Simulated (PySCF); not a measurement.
Molecule: SMILES CC(C)[SiH2][SiH2]N (C₃H₁₃NSi₂). Atoms near the plane z = 0.0 Å, at the GFN2-xTB optimised geometry (x, y, z in Å): Si4 (1.6, -0.7, 0.0), Si5 (-0.7, -0.7, 0.0), N6 (-1.2, 1.0, 0.0), H14 (2.2, 0.2, -1.1), H15 (2.1, -2.0, -0.2), H18 (-0.8, 1.6, -0.6), H19 (-2.2, 1.2, 0.1).

Level of theory: PBE/def2-SVP (PySCF). Cells within 0.4 Å of a nucleus heavier than hydrogen are left out (blank, or x). The values are rescaled to run from 0 to 1.

```
|0000000000000000000000000000000|
|0000000000000000000000000000000|
|0000000000000000000000000000000|
|0000000000000000000000000000000|
|0000000000000000000000000000000|
|0000000000000000000001221000000|
|0000000000001100000003553100000|
|0000001100023420000003554100000|
|0000157641246651000001332000000|
|0000599986578862000000000000000|
|0001899998678862000000000000000|
|0002899999xx5751000000000000000|
|0001799998xxx641000011100000000|
|00003788875x7741112223321000000|
|0000012346889743454334542100000|
|0000000014751015885100343100000|
|00000000132066049921x5033100000|
|000000001204xx42991xxx112100000|
|000000012312xx239915xx013100000|
|0000000123301106994010165310000|
|0000000113431126875448999620000|
|0000000012333223444799999951000|
|0000000001122111123799999983000|
|0000000000010000002799999984000|
|0000000000000000001699999983000|
|0000000000000000000489999950000|
|0000000000000000000268998510000|
|0000000000000000000013432000000|
|0000000000000000000000000000000|
|0000000000000000000000000000000|
|0000000000000000000000000000000|
```
Scale: ten equal steps from 0.000 (start of '0') to 1.00 (end of '9'), in the order '0123456789'; x runs from -4.50 to 4.50, y from -4.50 (bottom) to 4.50 (top).

Q: Which quantity is mapped?
A. deformation density (molecule minus spherical neutral atoms)
B. an orbital amplitude
C. log10 of the electron density
D. electron localisation function

A: D, electron localisation function
